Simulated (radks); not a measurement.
Values are calculated unless marked as measured or tabulated.
Species: Ne. Configuration: [Ne]. Code: a radial shooting solver on a logarithmic mesh with Libxc functionals. Model: non-relativistic Kohn-Sham, Slater X-alpha with alpha = 0.778, spin-polarised, spherical densities, point nucleus. Some entries of the table are withheld. Estimate them.

orbital,occ.,eigenvalue (eV),<r> (bohr)
1s,2,(1),0.1582
2s,2,(2),(3)
2p,6,-14.1063,(4)

Answer. 
(1) 1s eigenvalue (eV): -833.3654
(2) 2s eigenvalue (eV): -36.7917
(3) 2s <r> (bohr): 0.8954
(4) 2p <r> (bohr): 0.9620
